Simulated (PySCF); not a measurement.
Isomers of C4H12F2OSi2, one GFN2-xTB conformer each. Single-point energies are computed at PBE0/pcSseg-1 (PySCF, gas phase, no added dispersion term), electronic only.

| SMILES | GFN2-xTB relative energy (kJ/mol) |
| --- | --- |
| C[C@@H](F)[C@H](CF)[SiH2]O[SiH3] | 0.0 |
| C[C@@H](O[SiH2]C[SiH3])C(F)F | 180.0 |
| OCC[C@H]([SiH3])[SiH2]C(F)F | 359.4 |

Conformers: `[CH3:1][C@@H:2]([F:3])[C@H:4]([CH2:5][F:6])[SiH2:7][O:8][SiH3:9]` with C1–C2–C4–C5 66°, C2–C4–C5–F6 57°, C2–C4–Si7–O8 -172°; `[CH3:1][C@@H:2]([O:3][SiH2:4][CH2:5][SiH3:6])[CH:7]([F:8])[F:9]` with C1–C2–O3–Si4 -161°, C2–O3–Si4–C5 168°, O3–Si4–C5–Si6 -175°, C1–C2–C7–F8 51°; `[OH:1][CH2:2][CH2:3][C@H:4]([SiH3:5])[SiH2:6][CH:7]([F:8])[F:9]` with H–O1–C2–C3 170°, O1–C2–C3–C4 -64°, C2–C3–C4–Si5 173°, C3–C4–Si6–C7 168°, C4–Si6–C7–F8 169°.

Problem. What does PBE0/pcSseg-1 give for the same structures?

Solution. 
```tsv
SMILES	PBE0/pcSseg-1 E (Eh)	PBE0/pcSseg-1 (kJ/mol)	GFN2-xTB (kJ/mol)	point group
C[C@@H](F)[C@H](CF)[SiH2]O[SiH3]	-1012.83486	0.0	0.0	C1
C[C@@H](O[SiH2]C[SiH3])C(F)F	-1012.81033	64.4	180.0	C1
OCC[C@H]([SiH3])[SiH2]C(F)F	-1012.74985	223.2	359.4	C1
```

Both levels put the same isomer lowest; measured from each level's own lowest isomer, the values differ by up to 136.2 kJ/mol (OCC[C@H]([SiH3])[SiH2]C(F)F: 359.4 against 223.2). As drawn, the lowest has an Si–O bond, which the highest lacks; the highest has an O–H bond and two fluorines on one carbon, which the lowest lacks.

Problem. Which frontier levels, dipoles and rotational constants go with these structures?

Solution. 
| SMILES | HOMO (eV, PBE0/pcSseg-1) | LUMO (eV) | dipole (D) | A, B, C (MHz) |
| --- | --- | --- | --- | --- |
| C[C@@H](F)[C@H](CF)[SiH2]O[SiH3] | -8.28 | -0.02 | 1.78 | 1622, 598.5, 493.7 |
| C[C@@H](O[SiH2]C[SiH3])C(F)F | -8.27 | 0.41 | 1.69 | 2861, 429.2, 386.1 |
| OCC[C@H]([SiH3])[SiH2]C(F)F | -7.48 | 0.51 | 5.35 | 1401, 796.0, 541.1 |

Problem. As an exercise, what shares would exp(−E/RT) give at 2000 K from these electronic energies alone (no entropy, no degeneracies)?

Solution. RT = 16.629 kJ/mol: C[C@@H](F)[C@H](CF)[SiH2]O[SiH3] 98.0 %, C[C@@H](O[SiH2]C[SiH3])C(F)F 2.0 %, OCC[C@H]([SiH3])[SiH2]C(F)F under 0.1 %.
